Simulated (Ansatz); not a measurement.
Basis-set extrapolation for C3H4AlFO (`C#[C][Al]([OH])[CH2]F`) (PBE0-D4/def2-TZVP geometry, frozen core, Ansatz 0.2.0). Multiplicity 1, RHF reference.

|  | def2-TZVPP | def2-QZVPP |
| --- | --- | --- |
| HF | -532.288519 | -532.308557 |
| MP2 correlation | -1.026112 | -1.106734 |
| CCSD(T) correlation | -1.093420 | not run |

Energies in hartree. Use E(X) = E(∞) + A·exp(−7.88·√X) for Hartree–Fock and E(X) = E(∞) + B·X^(−2.97) for correlation, with X = 3 and 4, and add CCSD(T) minus MP2 of the smaller set to the MP2 limit.

Problem. What is the CCSD(T) energy at the basis-set limit?

Solution. HF limit: -532.308557 + (-0.020038) × 0.13774 = -532.31132. MP2 limit: -1.106734 + (-0.080622) × 0.74074 = -1.16645. Higher-order term: -1.093420 − (-1.026112) = -0.06731. Total: -533.54508 hartree, 102.4 kcal/mol below CCSD(T)/def2-TZVPP.
